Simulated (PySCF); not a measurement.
NbF: from constants to spectrum

PBE0 constants of NbF, ⁵Π (quintet), unpaired electrons σ ↑, π ↑, δ ↑↑ (basis Nb def2-TZVPP with ECP28, F def2-TZVPP; scalar-relativistic core potentials; PySCF 2.14; masses 92.9064 and 18.9984 u):

| Quantity | Value |
| --- | --- |
| ωe | 660.6 cm⁻¹ |
| ωexe | 2.99 cm⁻¹ |
| Be | 0.30511 cm⁻¹ |
| αe | 0.00187 cm⁻¹ |
| De to Nb (4d4 5s1) + F | 5.77 eV |

**Question.** What force constant and bond length do these constants imply?

**Answer.** Reduced mass μred = 15.773 u; k = 5.8918×10⁻⁷·μred·ωe² (u, cm⁻¹, mdyn/Å) = 4.06 mdyn/Å; Re = √(16.8576/(μred·Be)) (u, cm⁻¹, Å) = 1.872 Å.

**Question.** Estimate the centrifugal constant D from the Kratzer relation and find the Dunham coefficient a1.

**Answer.** D = 4Be³/ωe² = 2.6e-07 cm⁻¹; a1 = −1 − αeωe/(6Be²) = -3.21.

The metal atom is held in its measured ground configuration; semilocal functionals can put another filling of s and d lower by some tenths of an eV, and De to that atom would be smaller. Spin–orbit coupling is left out, which matters for elements this heavy, above all for dissociation energies. With d or f electrons several states lie close, and the lowest PBE0 determinant need not be the measured ground state.
